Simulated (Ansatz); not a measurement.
```yaml
crystal:
  periodic: [false, false, false]
  atoms:
    - {symbol: As, position_ang: [0.823584, -3.372803, -0.274244]}
    - {symbol: B, position_ang: [-0.899509, -2.502024, 0.420493]}
    - {symbol: As, position_ang: [-0.897417, -0.519639, -0.154449]}
    - {symbol: B, position_ang: [-2.617618, 0.464658, 0.422168]}
    - {symbol: As, position_ang: [-2.515785, 2.393087, -0.271222]}
    - {symbol: B, position_ang: [2.631914, -2.539385, 0.244715]}
    - {symbol: As, position_ang: [2.482220, -0.531889, -0.180640]}
    - {symbol: B, position_ang: [0.814983, 0.471788, 0.459994]}
    - {symbol: As, position_ang: [0.773845, 2.417731, -0.179584]}
    - {symbol: B, position_ang: [-0.892589, 3.546395, 0.247486]}
    - {symbol: H, position_ang: [0.878843, -4.845026, 0.115404]}
    - {symbol: H, position_ang: [0.764878, -3.543209, -1.791192]}
    - {symbol: H, position_ang: [-1.878626, -3.058887, -0.051689]}
    - {symbol: H, position_ang: [-0.825246, -2.508003, 1.642227]}
    - {symbol: H, position_ang: [-0.823954, -0.476231, -1.687441]}
    - {symbol: H, position_ang: [-3.588150, -0.107133, -0.049897]}
    - {symbol: H, position_ang: [-2.585173, 0.531181, 1.643931]}
    - {symbol: H, position_ang: [-2.693796, 2.428113, -1.788029]}
    - {symbol: H, position_ang: [-3.764964, 3.173446, 0.119825]}
    - {symbol: H, position_ang: [3.563191, -3.023192, -0.378598]}
    - {symbol: H, position_ang: [2.711109, -2.605970, 1.464151]}
    - {symbol: H, position_ang: [2.640711, -0.274688, -1.677745]}
    - {symbol: H, position_ang: [3.734358, 0.192050, 0.303372]}
    - {symbol: H, position_ang: [0.822348, 0.475604, 1.682094]}
    - {symbol: H, position_ang: [1.074854, 2.427941, -1.676879]}
    - {symbol: H, position_ang: [2.025220, 3.143297, 0.303977]}
    - {symbol: H, position_ang: [-0.910130, 3.647462, 1.466993]}
    - {symbol: H, position_ang: [-0.849099, 4.595323, -0.375181]}
basis:
  gaussian: {orbitals: def2-TZVP}
magnetization: {spin_polarized: true, initial_magnetization: 2}
hamiltonian: {xc: pbe0, dispersion: d4}
scf: {omitted_lower_state_checks: [starts]}
output: {orbitals: {seedname: orbitals}}
```

```sh
$ ansatz run in.yaml --threads 4 --pin off --events-out ev --progress --plain --max-ram 6963MiB
```

Task: Does this run fit into the memory that it is given?

Result: No. It has 503 basis functions, and Ansatz plans for 11 GiB where 7 GiB are given.
